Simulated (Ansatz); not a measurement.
A made-up structure of LiGaHClO, singlet:

```xyz
5
angstrom
Li 0.0817 -0.2984 2.2907
O -0.1481 0.7523 -0.8580
Ga 0.1179 -0.6344 0.1310
Cl -0.4353 2.2922 -1.2898
H 0.3838 -2.1116 -0.2739
```

It is relaxed with PBE-D4/def2-SVP and then PBE0-D4/def2-TZVP (Ansatz 0.2.0). Atoms count as bonded within 1.22 times the sum of their covalent radii (H–H: 0.88 Å). The end point is not checked to be a true minimum.

Problem. Does its bonding change? (Judge from chemistry; the calculation decides.)

Solution. The calculation gives: Yes. Formed: Li1–Cl4; broken: none.

Where it ends: The first stage lowers the energy by 1.95 eV in 16 steps. It ends as LiGaHClO ([Li]1[Cl][O][GaH]1):
Li1  (-0.124, 0.798, 1.877)
O2  (-0.102, 0.493, -0.984)
Ga3  (0.194, -1.048, 0.207)
Cl4  (-0.352, 1.911, -0.154)
H5  (0.384, -2.154, -0.945)
(Å)

Labels in which every atom is bracketed show which atoms are joined, not bond orders.

For scale, one of the runs: PBE0-D4/def2-TZVP relaxation, 136 basis functions, launched by `ansatz run in.yaml --threads 2 --pin off --events-out ev --progress --plain --max-ram 4352MiB`. Hardware: 2 CPU threads of an Intel Xeon 6975P-C, shared host. Wall time about 14 s.
